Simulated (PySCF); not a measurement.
GeH₆O₂Si, SMILES [OH][GeH]([OH])[SiH3].

The structure is a stationary point at TPSSh-D3(BJ)/def2-SVP. This is a generated structure with no PubChem entry under its InChIKey; it may be hypothetical. One conformer was computed; it need not be the lowest.

Calculation: PBE/def2-TZVP (PySCF).

Isolated molecule, no solvent.

```json
{
  "total_energy": "-2520.04405 hartree",
  "highest_occupied_level": "-6.78 eV",
  "lowest_empty_level": "-1.07 eV",
  "orbital_gap": "5.71 eV",
  "dipole_moment": "0.28 D",
  "quadrupole, principal values (traceless, Buckingham form, about the centre of nuclear charge)": "-9.66, 3.64, 6.03 D·Å",
  "mean_static_polarisability": "69.0 bohr³ (10.22 Å³)",
  "polarisability_principal_values": "62.1, 63.3, 81.6 bohr³"
}
```
